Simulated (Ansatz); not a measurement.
`[CH2]1[AlH][SnH2]1`, one more setting.

```yaml
crystal:
  periodic: [false, false, false]
  atoms:
    - {symbol: C, position_ang: [-0.827511, 0.226223, -0.522341]}
    - {symbol: Al, position_ang: [-0.030228, 1.312379, 0.852147]}
    - {symbol: Sn, position_ang: [0.994209, -0.914895, 0.175558]}
    - {symbol: H, position_ang: [-1.765688, -0.297679, -0.327247]}
    - {symbol: H, position_ang: [-0.797770, 0.540466, -1.567524]}
    - {symbol: H, position_ang: [-0.129838, 2.673383, 1.657561]}
    - {symbol: H, position_ang: [0.549192, -2.448789, 0.783120]}
    - {symbol: H, position_ang: [2.099733, -1.148090, -1.106973]}
basis:
  gaussian: {orbitals: def2-SVP}
hamiltonian: {xc: {name: HF}}
correlation: {active_space: {window: {electrons: 2, orbitals: 1}}}
```

```sh
$ ansatz run in.yaml --threads 2 --pin off --events-out ev --progress --plain --max-ram 4352MiB
```

It prints (some lines left out):

```
Functional definition: HF
907 factors; integrals over basis functions are off by at most 1.1e-3 eV
mean field evaluation 1: about -13490.1127 eV, gradient 2.9e1 eV
mean field evaluation 2: about -13490.1213 eV, gradient 2.9e1 eV
mean field evaluation 4: about -13492.8227 eV, gradient 2.7e0 eV
mean field evaluation 8: about -13492.8687 eV, gradient 2.9e-4 eV
mean field -13492.86873345 eV, -495.8537801594 hartree, gradient 4.4e-6 eV, S^2 0.000000; 0 other end points of the search recorded, 0 dependent functions left out
reference -13492.86873345 eV, -495.8537801594 hartree; 23, 23 occupied and 60, 60 virtual orbitals, 907 factors
state -13492.86873345 eV, -495.8537801594 hartree
Total energy: -13492.86873345 eV, -495.8537801594 hartree
```

It took 2.2 s on 2 threads of an Intel Xeon Platinum 8259CL on a shared host, with 0.17 GiB of host memory at the peak.
